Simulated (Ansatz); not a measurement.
Na, charge +1, singlet; HF/6-31G* in Ansatz (a first-principles code).

The Ansatz input:
Ansatz 0.2 input:
```yaml
crystal:
  periodic: [false, false, false]
  atoms:
    - {symbol: Na, position_ang: [0.00000000, 0.00000000, 0.00000000]}
basis:
  gaussian:
    orbitals: 6-31G*
hamiltonian:
  xc: hf
total_charge: 1
accuracy: high
```

Output, abridged:

```
Functional definition: HF
136 factors; integrals over basis functions are off by at most 1.6e-8 eV
mean field evaluation 1: about -4398.9733 eV, gradient 9.1e-2 eV
mean field evaluation 2: about -4398.9733 eV, gradient 9.2e-2 eV
mean field evaluation 4: about -4398.9733 eV, gradient 9.4e-5 eV
mean field -4398.97333422 eV, -161.6592883014 hartree, gradient 9.3e-8 eV, S^2 0.000000; 0 other end points of the search recorded, 0 dependent functions left out
reference -4398.97333422 eV, -161.6592883014 hartree; 5, 5 occupied and 14, 14 virtual orbitals, 136 factors
Total energy: -4398.97333422 eV, -161.6592883014 hartree
```
